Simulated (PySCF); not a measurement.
Species: C5H7O2P.
SMILES with atom numbers: `[CH3:1][O:2][c:3]1[o:4][cH:5][p:6][c:7]1[CH3:8]` (hydrogens: H9, H10, H11 on C1; H12 on C5; H13, H14, H15 on C8)

Computed with PySCF at PBE0/pcSseg-1 and CAM-B3LYP/def2-SVPD, non-relativistic, on one gas-phase PBE0-D3(BJ)/def2-SVP geometry that isn't relaxed in the solvent. The solvent is an IEF-PCM continuum (cavity from Bondi-type radii × 1.2). Specific hydrogen bonds and non-electrostatic terms are outside this model.

Gas phase at PBE0/pcSseg-1: HOMO -6.09 eV, LUMO -0.68 eV, dipole 2.45 D.

What does the continuum do to the energy, the frontier levels and the dipole at PBE0/pcSseg-1 in methanol and acetonitrile?

```tsv
solvent	ε	E(solvent) − E(gas) (kJ/mol)	polarisation term (kJ/mol)	distortion of the solute (kJ/mol)	HOMO (eV)	LUMO (eV)	dipole (D)
methanol	32.61	-15.21	-17.16	1.95	-6.18	-0.84	3.08
acetonitrile	35.69	-15.28	-17.24	1.96	-6.18	-0.84	3.08
```

The polarisation term is half the interaction of the solute with the surface charges that it induces; the rest is the cost of distorting the solute's density. The sum is the electrostatic part of solvation alone. From methanol to acetonitrile the lowering changes by a factor 1.00, Onsager's factor (ε − 1)/(2ε + 1) by 1.00 and ε itself by 1.1.

Which radius a makes the point-dipole formula ΔE = −[(ε − 1)/(2ε + 1)]·μ²/a³ give the value in acetonitrile, with the gas-phase dipole?

μ = 0.966 au and |ΔE| = 0.00582 Eh give a = 2.25 Å; the farthest nucleus lies 3.34 Å from the centroid of the nuclei, so such a sphere wouldn't even hold the nuclei. The formula assumes a rigid point dipole at the centre of a sphere.

Which ESP-fitted charges (PBE0/pcSseg-1) respond most in acetonitrile (means over atoms taken as equivalent)?

```tsv
atoms	environment	gas (e)	solvent (e)	change
P6	phosphorus bonded to 2 C	-0.103	-0.153	-0.050
O2	aryl ether oxygen	-0.232	-0.260	-0.028
H12	aromatic hydrogen	+0.221	+0.239	+0.018
C3	aromatic carbon bearing oxygen	+0.359	+0.374	+0.015
C8	benzylic-type carbon	-0.481	-0.496	-0.015
C5	aromatic CH next to a ring oxygen	-0.243	-0.232	+0.011
```

Which Mayer bond orders change most in acetonitrile?

```csv
bond,length (Å),gas,solvent,change
C1–O2,1.411,0.887,0.869,-0.018
O2–C3,1.329,1.064,1.075,+0.011
O4–C5,1.356,1.018,1.024,+0.006
C5–H12,1.089,0.959,0.953,-0.006
C7–C3,1.366,1.513,1.509,-0.004
C1–H10,1.097,0.968,0.965,-0.003
C7–C8,1.495,1.061,1.058,-0.003
C5–P6,1.702,1.574,1.572,-0.002
```

Gas phase at CAM-B3LYP/def2-SVPD: HOMO -7.34 eV, LUMO 0.35 eV, dipole 2.23 D.

What does the continuum do to the energy, the frontier levels and the dipole at CAM-B3LYP/def2-SVPD in acetonitrile?

```tsv
solvent	ε	E(solvent) − E(gas) (kJ/mol)	polarisation term (kJ/mol)	distortion of the solute (kJ/mol)	HOMO (eV)	LUMO (eV)	dipole (D)
acetonitrile	35.69	-14.10	-16.04	1.94	-7.39	0.23	2.83
```

How does the static polarisability (CAM-B3LYP/def2-SVPD, frozen core, with the continuum's full static response) change?

```json
{"medium": "gas", "isotropic (au)": "90.0", "principal values (au)": "63.1, 97.6, 109.5", "⟨r²⟩ of the electrons (bohr²)": "1136.2"}
{"medium": "acetonitrile", "isotropic (au)": "125.0", "principal values (au)": "90.7, 134.7, 149.7", "⟨r²⟩ of the electrons (bohr²)": "1135.3"}
```

The isotropic value in acetonitrile is 1.39 times the gas-phase one; no cavity-field correction is applied. ⟨r²⟩ is taken about the centre of nuclear charge.

Shape of the structure used: `[CH3:1][O:2][c:3]1[o:4][cH:5][p:6][c:7]1[CH3:8]`: C1–O2–C3–O4 -8°.
